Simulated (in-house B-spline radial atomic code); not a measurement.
Values are calculated unless marked as measured or tabulated.
# Li in an electron gas of r_s = 3.3: phase shifts, screening and friction

A nucleus sits in a uniform electron gas with a rigid positive background. The Kohn-Sham equations are solved self-consistently in the spin-unpolarised LDA (PW92), non-relativistic, on B-splines with outgoing waves at the boundary and partial waves to l = 8. The model has no lattice, no bands and no magnetic solution. Atomic units; δ_l are the phase shifts at the Fermi level, counted so that each bound state adds π, and good to about 0.0005.

The density parameter is r_s = 3.3 bohr.

| l | δ_l (rad) |
| --- | --- |
| 0 | 3.2407 |
| 1 | 0.4834 |
| 2 | 0.0081 |
| 3 | -0.0026 |
| 4 | 0.0000 |
| 5 | -0.0001 |
| 6 | 0.0000 |
| 7 | -0.0001 |
| 8 | 0.0000 |

Bound levels below the band bottom (hartree): s -1.587.

(1) Check the Friedel sum rule, and say where the screening charge sits.

(2) Find the transport cross section and the electronic stopping of a 1 keV Li ion (mass 6.94 u).

Results:

(1) k_F = (9π/4)^(1/3)/r_s = 0.58156. The rule is Z = (2/π) Σ (2l + 1) δ_l. The terms are s 2.063, p 0.923, d 0.026, f -0.012 and -0.002 beyond, in all 2.999 against Z = 3. Bound states hold 2 s, 0 p, 0 d electrons, so the scattering states carry 1.00 in all.

(2) σ_tr = (4π/k_F²) Σ (l + 1) sin²(δ_l − δ_(l+1)). The terms for l = 0 to 3 are 0.1406, 0.4188, 0.0003, 0.0000, all together 0.5597, so σ_tr = 37.155 × 0.5597 = 20.797 bohr². With n = 3/(4π r_s³) = 0.006643, the friction coefficient is Q = n k_F σ_tr = 0.0803. For v well below v_F = 0.582, dE/dx = Q v; with 24801 eV per u at v = 1, v = √(1000/(24801 × 6.94)) = 0.0762, so dE/dx = 0.00612 hartree/bohr = 3.15 eV/nm. The largest term couples the p and d waves.
